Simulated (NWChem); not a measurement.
Species: C5H5F; SMILES C=C=C(F)C=C

```xyz
11

C      0.4004    -2.5923     0.0000
C      0.0927    -1.3236     0.0000
C     -0.1859    -0.0328     0.0000
F     -1.4650     0.3741     0.0000
C      0.8024     1.0349     0.0000
C      0.4853     2.3353     0.0000
H      0.5335    -3.1511     0.9351
H      0.5335    -3.1511    -0.9351
H      1.8457     0.7071     0.0000
H     -0.5570     2.6622     0.0000
H      1.2620     3.1027     0.0000
```
Atoms are numbered in this order, from 1.

Results from NWChem. Pople sets run with spherical d functions. STO-3G and 3-21G are far too small for this property and stand as cheap habits. Coordinates come from a PBE0/def2-SVP optimisation. Field at 589 nm.

```csv
level,isotropic polarisability (bohr³),anisotropy (bohr³)
B3LYP/STO-3G,[?],[?]
B3LYP/6-31G*,62.0,92.5
B3LYP/def2-SVP,65.4,92.0
```

Task: Fill in the missing entries.

Result: 
- B3LYP/STO-3G, isotropic polarisability (bohr³): 38.3
- B3LYP/STO-3G, anisotropy (bohr³): 68.3
